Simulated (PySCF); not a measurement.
Computed IR spectrum (relative IR intensity) of a molecule CH8O2Si3. Geometry: TPSSh-D3(BJ)/def2-SVP. The values are those of a single conformer. Level of theory: TPSSh-D3(BJ)/def2-SVP (PySCF 2.14.0). Frequencies are harmonic and unscaled.

Lines under 2 % of the strongest are left out, and lines within 2 cm⁻¹ are merged.

ν (cm⁻¹): 183 (vw), 279 (w), 370 (w), 456 (vw), 465 (w), 569 (w), 665 (m), 689 (w), 697 (m), 734 (s), 800 (w), 852 (s), 890 (vs), 925 (m), 944 (m), 957 (w), 964 (m), 1251 (vs), 1778 (vs), 2215 (m), 2231 (m), 2233 (s), 2255 (w), 2260 (m), 2277 (m), 2284 (m), 3063 (m) (against the strongest line: vs over 80 %, s over 45 %, m over 15 %, w over 4 %, vw less)

Q: Identify the compound among the candidates.
A. O=CO[SiH2][SiH2][SiH3]
B. C[Si@H]1[SiH2]O[Si@@H]1O
C. OC[SiH]1[SiH2]O[SiH2]1
D. O=C([SiH3])[SiH2][SiH2]O

A: A, O=CO[SiH2][SiH2][SiH3]
